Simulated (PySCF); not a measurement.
ScS: one state, many levels of theory

State: ²Σ⁺ (doublet), unpaired electrons σ ↑. Set-up: Sc def2-TZVPP, S def2-TZVPP; no relativity (PySCF 2.14). De refers to Sc (3d1 4s2) + S in their high-spin ground configurations, without counterpoise correction. The functionals are run spin-unrestricted. A positive dipole means Sc(−)S(+). Levels whose curve was spin-contaminated or gave no clean fit are not listed.

| Level | Re (Å) | ωe (cm⁻¹) | De (eV) | μ (D) | CPU s a point (SCF and correlation, without the integrals) |
| --- | --- | --- | --- | --- | --- |
| UHF | 2.148 | 611 | n/a | -6.27 | 5.8 |
| UHF-MP2 | 2.129 | 598 | n/a | n/a | 8.2 |
| UHF-SCS-MP2 | 2.135 | 597 | n/a | n/a | n/a |
| UHF-CCSD | 2.137 | 599 | 4.23 | n/a | n/a |
| PBE | 2.135 | 560 | 5.60 | -4.91 | 3.6 |
| PBEsol | 2.122 | 571 | 5.99 | -4.87 | 3.8 |
| BLYP | 2.152 | 545 | 5.26 | -5.01 | 2.8 |
| TPSS | 2.138 | 563 | 5.39 | -5.04 | 8.1 |
| r²SCAN | 2.130 | 577 | 5.39 | -5.19 | 6.6 |
| r²SCANh | 2.125 | 586 | 5.18 | -5.39 | 6.2 |
| PBE0 | 2.119 | 591 | 5.02 | -5.44 | 6 |
| HSE06 | 2.121 | 588 | 5.01 | -5.48 | 5.5 |

The bond length runs from 2.119 Å (PBE0) to 2.152 Å (BLYP). De spans 4.23 eV (UHF-CCSD, coupled cluster) to 5.99 eV (PBEsol, GGA).

Correlated steps freeze 10 core orbitals. The metal atom is held in its measured ground configuration; semilocal functionals can put another filling of s and d lower by some tenths of an eV, and De to that atom would be smaller. The state is the lowest single determinant that the PBE0 search found; with open d or f shells the true ground state can be another one.

The whole job (state search and all levels along the bond) took about 24 min on 2 threads of Arm Neoverse V1 (shared host), peak memory 5.6 GiB.
